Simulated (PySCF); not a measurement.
**How methods differ on the electron affinity of Pb**

Pb⁻ [Xe] 4f14 5d10 6s2 6p3 (4S) → Pb [Xe] 4f14 5d10 6s2 6p2 (3P), as a difference of total energies. Computed with PySCF 2.14 in aug-cc-pVQZ-DK3, with scalar relativity by spin-free X2C-1e. The calculations carry no spin-orbit coupling.

| method | electron affinity (eV) | difference from reference (eV) |
| --- | --- | --- |
| UHF | 0.869 | +0.512 |
| M06 | 1.054 | +0.697 |
| r2SCANh | 1.409 | +1.052 |

Reference: 0.357 eV (measured; photodetachment measurements, as compiled on the Wikipedia data page of electron affinities).

Spin-orbit coupling is strong in these open shells (close to jj coupling). The scalar numbers leave it out and a first-order estimate fails, so it can dominate the gap to the real levels.

In the anion the highest occupied orbital energy is positive at M06, r2SCANh, a self-interaction effect; the basis confines that electron, and the energy difference can still be sensible.
